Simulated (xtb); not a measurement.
GeHCl, SMILES [Cl][GeH] (connectivity only; charge and spin as stated), neutral, multiplicity 1. All values are semi-empirical tight-binding results from xtb (GFN2-xTB unless named), good for trends rather than for accurate numbers. Geometry: GFN2-xTB.

Optimised geometry:

```xyz
3

Ge     0.0546     0.7201     0.0000
H     -1.6012     0.9159     0.0000
Cl    -0.0087    -1.4093     0.0000
```
Charge 0, spin multiplicity 1.

For metal compounds this method's bond lengths and energies can be far off.

```
Property                                       Result
-------------------------------------  --------------
point group as xtb finds it                        Cs
orbital gap                                   3.05 eV
zero-point energy                        3.4 kcal/mol
G − E(el) at 298.15 K (modified RRHO)  -12.8 kcal/mol
```

Computed atomic charges and the Wiberg bond orders between heavy atoms:
charges (e) Ge1 0.33, H2 -0.16, Cl3 -0.17. Bond orders Ge1–Cl3 1.39.
